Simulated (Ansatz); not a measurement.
System: H2SiOF, charge 0, doublet. H2SiOF (SMILES O[SiH]F, doublet).
B3LYP-D3(BJ)/def2-TZVP minimum from Ansatz (an electronic-structure program):
```xyz
5

O     -0.7335     0.8751    -0.8176
Si     0.3807    -0.1972    -0.2635
F      0.1335    -0.5049     1.2985
H     -0.7783     1.7583    -0.4409
H      0.1152    -1.4542    -1.0147
```
Charge 0, spin multiplicity 2.

Property: atomisation energy (electronic, to ground-state atoms), in kJ/mol. UHF or UKS for unpaired electrons; spin-orbit terms are left out. CBS(X,Y): correlation extrapolated as X^-3, Hartree-Fock from the larger set. A bracket is a step between two methods taken in the basis named. The functionals are non-relativistic, so their misses hold any scalar relativity. Double hybrids freeze cores in their MP2 part. 'core' is core correlation in cc-pwCVTZ (1s frozen past Ne), 'X2C' scalar relativity in cc-pVTZ-DK, both at CCSD(T). Where a partner has so few electrons that a lower coupled-cluster level is exact, that level stands in.

CCSD(T)/CBS(cc-pV(T+d)Z,cc-pV(Q+d)Z) + [CCSDT(Q) - CCSD(T)]/cc-pV(D+d)Z + core + X2C (Ansatz) gives 1790.4 kJ/mol.

How far off this value is PBE/def2-TZVPD (Ansatz), in which direction, and which of these levels come nearer: r2SCAN/def2-TZVPD, B3LYP/def2-TZVPD, PBE0/def2-TZVPD, wB97M-V/def2-TZVPD, B2PLYP/def2-TZVPD, CCSD(T)/CBS(cc-pV(T+d)Z,cc-pV(Q+d)Z) + core + X2C?

PBE gives 1794.2 kJ/mol, 3.8 kJ/mol above it. Differences of the others: r2SCAN/def2-TZVPD (Ansatz) -2.8; B3LYP/def2-TZVPD (Ansatz) -32.2; PBE0/def2-TZVPD (Ansatz) -46.1; wB97M-V/def2-TZVPD (Ansatz) -16.8; B2PLYP/def2-TZVPD (Ansatz) -32.4; CCSD(T)/CBS(cc-pV(T+d)Z,cc-pV(Q+d)Z) + core + X2C (Ansatz) -2.6 kJ/mol. Nearer than PBE: r2SCAN/def2-TZVPD, CCSD(T)/CBS(cc-pV(T+d)Z,cc-pV(Q+d)Z) + core + X2C.
